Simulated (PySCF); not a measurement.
**C₆ coefficients of unlike pairs at PBE0**

Calculated with PySCF 2.14 from the dipole response of each species, C₆(A,B) = (3/π) ∫ α_A(iu) α_B(iu) du, in atomic units, from isotropic polarisabilities. For ions this is the dispersion term alone; charge-induced terms of lower order in 1/R come first.

| species | configuration | basis | relativity | α (bohr³) | C₆ (like pair) |
| --- | --- | --- | --- | --- | --- |
| Cu+ | [Ar] 3d10 (1S) | aug-cc-pwCVTZ-DK with one added diffuse shell each of s, p, d, f, g type (11s10p8d5f4g) | spin-free X2C | 7.225 | 24.32 |
| Te | [Kr] 4d10 5s2 5p4 (3P) | aug-cc-pVTZ-DK3 (8s7p5d2f) | spin-free X2C | 39.43 | 428.8 |
| P(3+) | [Ne] 3s2 (1S) | def2-TZVPPD (6s5p4d1f) | none | 6.837 | 17.42 |
| B(3+) | 1s2 (1S) | aug-cc-pwCVTZ (7s6p4d2f) | none | 0.02005 | 0.002676 |

(1) Estimate C₆ for B(3+) with Te.

No spin-orbit coupling is included.

The other pairs:

```csv
pair,C₆
"B(3+), P(3+)",0.1071
"Te, Cu+",96.82
"P(3+), Cu+",20.03
"B(3+), Cu+",0.1645
"P(3+), Te",85.73
```

Results:

(1) The integral gives 0.4655. The combination rule 2 C_A C_B / (C_A α_B/α_A + C_B α_A/α_B) gives 0.4187 and the geometric mean 1.071.
